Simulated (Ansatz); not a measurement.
C$_{2}$H$_{7}$NSn (SMILES C[N](C)[SnH]), singlet, geometry from GFN2-xTB (such geometries of metal compounds can be far from the true shape) (all electrons, no relativity), with bond 9-5 at 1.4 times its length; CASSCF(4,6)/STO-3G (Ansatz, a program for electronic structure).

Here is a job for Ansatz.
Ansatz 0.2 input:
```yaml
crystal:
  periodic: [false, false, false]
  atoms:
    - {symbol: Sn, position_ang: [-0.69995400, 0.17522144, 0.50620844]}
    - {symbol: H, position_ang: [-1.47239860, 1.15721175, -0.79714178]}
    - {symbol: N, position_ang: [0.92315815, -0.23674151, -0.65430261]}
    - {symbol: C, position_ang: [1.99762173, -1.05422795, -0.13628530]}
    - {symbol: C, position_ang: [1.21483476, 0.17350425, -2.00625436]}
    - {symbol: H, position_ang: [2.13360232, -1.95092514, -0.74973664]}
    - {symbol: H, position_ang: [2.94157376, -0.49940191, -0.13496054]}
    - {symbol: H, position_ang: [1.78024052, -1.36644820, 0.88657938]}
    - {symbol: H, position_ang: [2.51409304, 0.98441345, -2.05675967]}
    - {symbol: H, position_ang: [1.33513059, -0.69839277, -2.65693401]}
    - {symbol: H, position_ang: [0.39982917, 0.78569193, -2.38054248]}
basis:
  gaussian:
    orbitals: STO-3G
hamiltonian:
  xc: hf
magnetization: {spin_polarized: false}
correlation: {active_space: {window: {electrons: 4, orbitals: 6}}}
```

### Question
Predict the main parts of the log of this Ansatz run.

### Answer

```
Functional definition: HF
670 factors; integrals over basis functions are off by at most 4.6e-5 eV
mean field evaluation 1: about -165874.0825 eV, gradient 1.6e1 eV
mean field evaluation 2: about -165874.3024 eV, gradient 1.6e1 eV
mean field evaluation 4: about -165875.3745 eV, gradient 1.8e0 eV
mean field evaluation 8: about -165875.3916 eV, gradient 4.6e-2 eV
mean field -165875.39162132 eV, -6095.8082077047 hartree, gradient 1.2e-6 eV, S^2 0.000000; 0 other end points of the search recorded, 0 dependent functions left out
reference -165875.39162132 eV, -6095.8082077047 hartree; 38, 38 occupied and 11, 11 virtual orbitals, 670 factors
state -165876.98466478 eV, -6095.8667509723 hartree
2 active orbitals were swapped for others, from the solution at -165876.94384359 eV, -6095.8652508212 hartree to that at -165876.96232889 eV, -6095.8659301434 hartree; typed "places" are swapped only where nearly empty or full, and so, without "given_window_search", are "orbital_numbers", "shells" and a window whose orbitals a file names under [Active]
2 active orbitals were swapped for others, from the solution at -165876.96232889 eV, -6095.8659301434 hartree to that at -165876.98466478 eV, -6095.8667509723 hartree; typed "places" are swapped only where nearly empty or full, and so, without "given_window_search", are "orbital_numbers", "shells" and a window whose orbitals a file names under [Active]
Total energy: -165876.98466478 eV, -6095.8667509723 hartree
```
